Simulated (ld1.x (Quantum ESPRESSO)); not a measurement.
**Al: one change to an ultrasoft potential, before and after**

| Item | Value |
| --- | --- |
| Element | aluminium |
| Generator | ld1.x (Quantum ESPRESSO) 7.5 |
| Type | ultrasoft |
| Functional | PBE |
| Relativity | non-relativistic |
| Frozen core | [Ne] |
| Valence charge | 3 |
| Reference configuration | 3s2 3p1 |
| Partial waves | 3s (bound): rcut 1.60, rcutus 1.70 bohr; 3s channel at -0.05 Ry: rcut 1.60, rcutus 1.70 bohr; 3p (bound): rcut 1.55, rcutus 1.80 bohr; 3p channel at 4.95 Ry: rcut 1.55, rcutus 1.80 bohr; 3d channel at 0.05 Ry: rcut 1.70, rcutus 2.05 bohr |
| Local potential | all-electron potential smoothed inside 1.65 bohr (lloc = -1) |
| Core correction | none |
| Augmentation charge | built from norm-conserving waves at rcut, not smoothed further |

All-electron outer shells of the reference configuration (PBE, non-relativistic, ld1.x):

| shell | level (eV) | outermost node (bohr) | outermost maximum (bohr) |
| --- | --- | --- | --- |
| 2p | -69.68 | – | 0.43 |
| 3s | -7.73 | 0.80 | 2.09 |
| 3p | -2.72 | 0.82 | 2.64 |

Change: all radii scaled by about 1.07 (s 1.82, p 1.94, d 2.20 bohr, rcut 1.72/1.66/1.82); local potential all-electron potential smoothed inside 1.78 bohr (lloc = -1).

Cutoffs: the cutoffs (Ry, on a coarse ladder) from which the occupation-weighted sum of valence levels, in a spherical-Bessel basis at the reference potential, stays within 10 and 1 mRy of its value at 400 Ry; they do not see the model core or the augmentation charge, which bear on the density cutoff. Errors are all-electron minus pseudo energies relative to the spin-unpolarised reference configuration.

What does the change do?

The potential gets softer (10 Ry and 15 Ry → 8 Ry and 12 Ry); of the 7 tests that both files solve, the error grows in 2 and shrinks in 0 by more than 15 % and 0.3 meV (median size 9.8 → 8.8 meV); neither file shows a bound ghost. A larger radius leaves more room for a smooth pseudo-wave, so fewer plane waves are needed.

```csv
quantity,base,changed
"cutoff, loose",10 Ry,8 Ry
"cutoff, tight",15 Ry,12 Ry
bound ghosts,none,none
"error for 3s2 3p0, meV [ΔE 5.77 eV]",-2.1,-2.6
"error for 3s1 3p0, meV [ΔE 24.96 eV]",+13,+15
"error for 3s2 3p0.5, meV [ΔE 2.09 eV]",-0.3,-0.5
"error for 3s2 3p1.3, meV [ΔE -0.58 eV]",0.0,0.0
"error for 3s0 3p3, meV [ΔE 10.38 eV]",+48,+43
"error for 3s1 3p1, meV [ΔE 11.54 eV]",+9.8,+8.8
"error for 3s1 3p2, meV [ΔE 5.11 eV]",+10.0,+9.1
lowest overlap eigenvalue by channel,"s 0.13, p 0.41, d 1.00","s 0.24, p 0.83, d 1.00"
```
